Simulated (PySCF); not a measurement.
PySCF input file for Ga(H)(OH)2 (GaH3O2), SMILES [OH][GaH][OH], ADC(2)/aug-cc-pVDZ. Geometry: PBE-D3(BJ)/def2-TZVP. The values are those of a single conformer.

```python
import numpy as np
from pyscf import gto, scf, dft, adc

mol = gto.M(
    atom='''
    Ga   -0.34015004   -0.00155600    0.00000000
    H    -1.89538413    0.01826347    0.00000000
    O     0.57676045   -1.54834853    0.00000000
    H     1.53488549   -1.38018626    0.00000000
    O     0.75302364    1.43957534    0.00000000
    H     0.26687724    2.28034447    0.00000000
    ''',
    basis='aug-cc-pVDZ',
    charge=0,
    spin=0,
    max_memory=1600,
    verbose=4,
)
mf = scf.RHF(mol)
mf.conv_tol = 1e-10
mf.max_cycle = 100
mf.kernel()
res = {}
for kind, nroots in (('ee', 6), ('ip', 6), ('ea', 2)):
    a = adc.ADC(mf).density_fit('aug-cc-pvdz-ri')
    a.method, a.method_type = 'adc(2)', kind
    e, v, p, x = a.kernel(nroots=nroots)
    res[kind] = (e * 27.211386245988, p)
for kind, (e, p) in res.items():
    print(kind, 'energies / eV', np.round(e, 3), 'strengths', np.round(p, 4))
```

Program output:

```
PySCF version 2.14.0

[INPUT] verbose = 4
[INPUT] num. atoms = 6
[INPUT] num. electrons = 50
[INPUT] charge = 0
[INPUT] spin (= nelec alpha-beta = 2S) = 0
[INPUT] symmetry False subgroup None
[INPUT] Mole.unit = angstrom
[INPUT] Symbol           X                Y                Z      unit          X                Y                Z       unit  Magmom
[INPUT]  1 Ga    -0.340150040000  -0.001556000000   0.000000000000 AA   -0.642790416860  -0.002940413850   0.000000000000 Bohr   0.0
[INPUT]  2 H     -1.895384130000   0.018263470000   0.000000000000 AA   -3.581756906547   0.034512956384   0.000000000000 Bohr   0.0
[INPUT]  3 O      0.576760450000  -1.548348530000   0.000000000000 AA    1.089919289981  -2.925954667073   0.000000000000 Bohr   0.0
[INPUT]  4 H      1.534885490000  -1.380186260000   0.000000000000 AA    2.900513208669  -2.608174032288   0.000000000000 Bohr   0.0
[INPUT]  5 O      0.753023640000   1.439575340000   0.000000000000 AA    1.423008444923   2.720403128278   0.000000000000 Bohr   0.0
[INPUT]  6 H      0.266877240000   2.280344470000   0.000000000000 AA    0.504324892480   4.309226517966   0.000000000000 Bohr   0.0

nuclear repulsion = 195.958540119709
number of shells = 40
number of NR pGTOs = 189
number of NR cGTOs = 109
basis = aug-cc-pVDZ
ecp = {}


[settings echo left out]
init E= -2074.05713732543
  HOMO = -0.405765514575348  LUMO = -0.0152062260982522  gap/eV = 10.62766
cycle= 1 E= -2074.64987966505  delta_E= -0.593  |g|= 0.731  |ddm|= 2.28
  HOMO = -0.368639087381393  LUMO = 0.0209973880106862  gap/eV = 10.60255
cycle= 2 E= -2074.71888092389  delta_E= -0.069  |g|= 0.519  |ddm|= 1.01
  HOMO = -0.480148326802643  LUMO = 0.0255289227541779  gap/eV = 13.76018
cycle= 3 E= -2074.76944919213  delta_E= -0.0506  |g|= 0.0439  |ddm|= 0.359
  HOMO = -0.47281723778777  LUMO = 0.0270283946494972  gap/eV = 13.60149
cycle= 4 E= -2074.77025297642  delta_E= -0.000804  |g|= 0.00826  |ddm|= 0.0895
  HOMO = -0.473400381344894  LUMO = 0.0269831159233747  gap/eV = 13.61613
cycle= 5 E= -2074.77029358533  delta_E= -4.06e-05  |g|= 0.00186  |ddm|= 0.0232
  HOMO = -0.47334780185349  LUMO = 0.0269815116206511  gap/eV = 13.61465
cycle= 6 E= -2074.77029498218  delta_E= -1.4e-06  |g|= 0.00106  |ddm|= 0.00391
  HOMO = -0.473431076550714  LUMO = 0.0269843088338192  gap/eV = 13.61700
cycle= 7 E= -2074.77029527978  delta_E= -2.98e-07  |g|= 0.0002  |ddm|= 0.00106
  HOMO = -0.473422445020855  LUMO = 0.0269874144105382  gap/eV = 13.61685
cycle= 8 E= -2074.77029530806  delta_E= -2.83e-08  |g|= 4.68e-05  |ddm|= 0.000569
  HOMO = -0.473419142297718  LUMO = 0.02698750793631  gap/eV = 13.61676
cycle= 9 E= -2074.77029530967  delta_E= -1.61e-09  |g|= 1.27e-05  |ddm|= 0.000146
  HOMO = -0.473419987302494  LUMO = 0.0269874616054631  gap/eV = 13.61678
cycle= 10 E= -2074.77029530979  delta_E= -1.16e-10  |g|= 3.77e-06  |ddm|= 3.81e-05
  HOMO = -0.473420021686992  LUMO = 0.0269873859543293  gap/eV = 13.61678
cycle= 11 E= -2074.77029530981  delta_E= -2.14e-11  |g|= 9.51e-07  |ddm|= 1.18e-05
  HOMO = -0.47342006819607  LUMO = 0.026987378895233  gap/eV = 13.61678
Extra cycle  E= -2074.77029530981  delta_E= 2.73e-12  |g|= 4.65e-07  |ddm|= 1.61e-06
converged SCF energy = -2074.77029530981

******** <class 'pyscf.adc.radc.RADC'> ********
******** ADC Orbital Information ********
Number of Frozen Occupied Orbitals: 0
Number of Frozen Virtual Orbitals: 0
Number of Active Occupied Orbitals: 25
Number of Active Virtual Orbitals: 84
*****************************************
******** <class 'pyscf.df.df.DF'> ********
auxbasis = aug-cc-pvdz-ri
Reference correlation energy (doubles): -0.53114036
MP2 correlation energy of reference state (a.u.) = -0.53114036

******** <class 'pyscf.adc.radc_ee.RADCEE'> ********
max_space = 12
max_cycle = 50
conv_tol = 1e-08

*************************************************************
        ADC calculation summary (singlet states only)
*************************************************************
adc(2) root 0  |  Energy (Eh) =   0.2329820348  |  Energy (eV) =   6.33976408  |  Osc. strength = 0.00089744  |  conv = True
adc(2) root 1  |  Energy (Eh) =   0.2442829203  |  Energy (eV) =   6.64727684  |  Osc. strength = 0.03760015  |  conv = True
adc(2) root 2  |  Energy (Eh) =   0.2498013448  |  Energy (eV) =   6.79744082  |  Osc. strength = 0.11158315  |  conv = True
adc(2) root 3  |  Energy (Eh) =   0.2621339547  |  Energy (eV) =   7.13302823  |  Osc. strength = 0.02881601  |  conv = True
adc(2) root 4  |  Energy (Eh) =   0.2647303848  |  Energy (eV) =   7.20368069  |  Osc. strength = 0.04516390  |  conv = False
adc(2) root 5  |  Energy (Eh) =   0.2727570085  |  Energy (eV) =   7.42209625  |  Osc. strength = 0.00321294  |  conv = False

WARN: Davidson iterations for 2 root(s) did not converge!!!


******** <class 'pyscf.adc.radc.RADC'> ********
******** ADC Orbital Information ********
Number of Frozen Occupied Orbitals: 0
Number of Frozen Virtual Orbitals: 0
Number of Active Occupied Orbitals: 25
Number of Active Virtual Orbitals: 84
*****************************************
******** <class 'pyscf.df.df.DF'> ********
auxbasis = aug-cc-pvdz-ri
Reference correlation energy (doubles): -0.53114036
MP2 correlation energy of reference state (a.u.) = -0.53114036

******** <class 'pyscf.adc.radc_ip.RADCIP'> ********
max_space = 12
max_cycle = 50
conv_tol = 1e-08

*************************************************************
        ADC calculation summary (doublet states only)
*************************************************************
adc(2) root 0  |  Energy (Eh) =   0.3656975435  |  Energy (eV) =   9.95113702  |  Spec. factor = 1.71164748  |  conv = True
adc(2) root 1  |  Energy (Eh) =   0.3913107720  |  Energy (eV) =  10.64810847  |  Spec. factor = 1.72085770  |  conv = True
adc(2) root 2  |  Energy (Eh) =   0.3945288379  |  Energy (eV) =  10.73567650  |  Spec. factor = 1.72288090  |  conv = True
adc(2) root 3  |  Energy (Eh) =   0.4049374429  |  Energy (eV) =  11.01890907  |  Spec. factor = 1.74108744  |  conv = True
adc(2) root 4  |  Energy (Eh) =   0.4960846681  |  Energy (eV) =  13.49915140  |  Spec. factor = 1.80644963  |  conv = True
adc(2) root 5  |  Energy (Eh) =   0.5511479334  |  Energy (eV) =  14.99749917  |  Spec. factor = 1.73289759  |  conv = True

******** <class 'pyscf.adc.radc.RADC'> ********
******** ADC Orbital Information ********
Number of Frozen Occupied Orbitals: 0
Number of Frozen Virtual Orbitals: 0
Number of Active Occupied Orbitals: 25
Number of Active Virtual Orbitals: 84
*****************************************
******** <class 'pyscf.df.df.DF'> ********
auxbasis = aug-cc-pvdz-ri
Reference correlation energy (doubles): -0.53114036
MP2 correlation energy of reference state (a.u.) = -0.53114036

******** <class 'pyscf.adc.radc_ea.RADCEA'> ********
max_space = 12
max_cycle = 50
conv_tol = 1e-08

*************************************************************
        ADC calculation summary (doublet states only)
*************************************************************
adc(2) root 0  |  Energy (Eh) =   0.0220018322  |  Energy (eV) =   0.59870035  |  Spec. factor = 1.98006130  |  conv = True
adc(2) root 1  |  Energy (Eh) =   0.0221947342  |  Energy (eV) =   0.60394948  |  Spec. factor = 1.97218444  |  conv = True
ee energies / eV [6.34  6.647 6.797 7.133 7.204 7.422] strengths [0.0009 0.0376 0.1116 0.0288 0.0452 0.0032]
ip energies / eV [ 9.951 10.648 10.736 11.019 13.499 14.997] strengths [1.7116 1.7209 1.7229 1.7411 1.8064 1.7329]
ea energies / eV [0.599 0.604] strengths [1.9801 1.9722]
```

Convergence was not reached.
